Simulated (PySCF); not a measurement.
Two species compared at the same levels of theory.

First species: C₄H₁₄Si₃.
Structure used (GFN2-xTB), in Å, numbered top down from 1:
```
atom  x, y, z in Å
C1    -2.4656    0.4179    0.5005
C2    -1.0287    0.0756    0.1332
C3    -0.9485   -1.3934   -0.2720
C4    -0.0536    0.3347    1.3093
Si5    1.5036    0.9672    0.3585
Si6    3.1895   -0.6096    0.1689
Si7   -0.2041    1.1893   -1.2253
H8    -2.5532    1.4666    0.7792
H9    -2.8069   -0.1876    1.3416
H10   -3.1321    0.2340   -0.3409
H11   -1.2947   -2.0372    0.5382
H12    0.0764   -1.6761   -0.5128
H13   -1.5687   -1.5882   -1.1455
H14   -0.4525    1.1176    1.9563
H15    0.0744   -0.5478    1.9379
H16    2.0088    2.2123    0.9793
H17    2.9122   -1.8396    0.9169
H18    3.3746   -1.0091   -1.2303
H19    4.4875   -0.1201    0.6387
H20   -0.1932    0.5577   -2.5514
H21   -0.9343    2.4527   -1.3987
```

Second species: CF3CH2CO2H, C3H3F3O2.
Cartesian coordinates in Å at the GFN2-xTB level; atoms count from 1:
```
atom  x, y, z in Å
O1     1.4368   -0.7817    1.5346
C2     1.0380   -0.4472    0.4589
O3     1.7768    0.1625   -0.4605
C4    -0.3847   -0.6761   -0.0431
C5    -1.1205    0.6426   -0.2176
F6    -2.4038    0.4361   -0.5505
F7    -1.1289    1.3764    0.9016
F8    -0.5981    1.4099   -1.1788
H9     2.6760    0.3346   -0.1380
H10   -0.3566   -1.1728   -1.0144
H11   -0.9297   -1.2817    0.6819
```

Levels: PBE0/pcSseg-1 for dipole moment, HOMO energy, LUMO energy and HOMO–LUMO gap; GFN2-xTB for rotational constant A and rotational constant C. Geometries: GFN2-xTB. Each species is one conformer at its optimised geometry, gas phase, non-relativistic unless stated; the electronic structure was computed with PySCF and density fitting.

Dipoles, sizes and rotational constants follow the conformer. The torsions of the flexible species, by atom-mapped SMILES:
- `[O:1]=[C:2]([OH:3])[CH2:4][C:5]([F:6])([F:7])[F:8]`: O1–C2–C4–C5 113°, C2–C4–C5–F6 -175°, H–O3–C2–O1 -2°

Problem. Which has the higher rotational constant A?

Solution. The second: 3.763 GHz against 2.380 GHz, a difference of 1.383 GHz.

Problem. Which of the two has the higher HOMO energy, and by how much?

Solution. The first: -7.26 eV against -8.67 eV, a difference of 1.41 eV.

Problem. Which has the higher LUMO energy?

Solution. The second: -0.34 eV against -0.66 eV, a difference of 0.32 eV.

Problem. Which of the two has the higher HOMO–LUMO gap, and by how much?

Solution. The second: 8.33 eV against 6.60 eV, a difference of 1.73 eV.

Problem. Which of the two has the higher rotational constant C, and by how much?

Solution. The second: 1.304 GHz against 0.815 GHz, a difference of 0.489 GHz.

Problem. Which of the two has the higher dipole moment, and by how much?

Solution. The second: 2.05 D against 0.58 D, a difference of 1.47 D.

On the first: The dipole equals about 1.9 × 10⁻³⁰ C·m (1 D = 3.33564 × 10⁻³⁰ C·m).

On the second: In atomic units the dipole is 0.81 e·bohr (1 au = 2.5417 D). A dipole of 2.05 D is allowed in C1, and pure rotational transitions are dipole-allowed.
